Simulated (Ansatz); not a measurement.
Job for Ansatz (an electronic-structure program): R-wB97M-V/def2-TZVPP on BH3S (SMILES BS), a point of a torsion scan.

Ansatz 0.2 input:
```yaml
crystal:
  periodic: [false, false, false]
  atoms:
    - {symbol: B, position_ang: [-0.56690998, -0.02257174, 0.03162506]}
    - {symbol: S, position_ang: [1.03869736, -0.64297424, 0.40244182]}
    - {symbol: H, position_ang: [-1.40373372, -0.79822585, -0.20979038]}
    - {symbol: H, position_ang: [-0.81049274, 1.10106435, 0.23511428]}
    - {symbol: H, position_ang: [1.45882815, 0.32913038, 1.20655296]}
basis:
  gaussian:
    orbitals: def2-TZVPP
hamiltonian:
  xc: {name: wB97M-V}
scf: {lower_state_search: off}
```

The log:

```
WARN ansatz: RAYON_NUM_THREADS=1 ignored (pool sized by the plan → 1); use --threads N
Functional definition: wB97M-V
these checks for a lower state are left out or cut short: stability, starts, cluster_reference, orbital_swaps, neighbouring_geometries, increment
integrals: 0.04 GiB planned
637 factors; their error is unknown
integrals: 0.07 GiB planned
154 factors; integrals over basis functions are off by at most 1.4e-5 eV
mean field: 0.40 GiB planned
mean field evaluation 1: about -11559.4045 eV, gradient 1.4e1 eV
mean field evaluation 2: about -11559.8887 eV, gradient 6.7e0 eV
mean field evaluation 4: about -11560.0052 eV, gradient 4.0e-1 eV
mean field evaluation 8: about -11560.0087 eV, gradient 2.5e-1 eV
mean field evaluation 16: about -11560.0088 eV, gradient 2.4e-5 eV
mean field -11560.00875033 eV, -424.8224859192 hartree, gradient 5.5e-6 eV, S^2 0.000000; 0 other end points of the search recorded, 0 dependent functions left out
reference -11560.00879170 eV, -424.8224874396 hartree; 12, 12 occupied and 103, 103 virtual orbitals, 637 factors
Total energy: -11560.00879170 eV, -424.8224874396 hartree
Checks for a lower state left out: stability, starts, cluster_reference, orbital_swaps, neighbouring_geometries, increment
```

The calculation finished and met its thresholds.

Cost: around 2.1 core-seconds (rough).
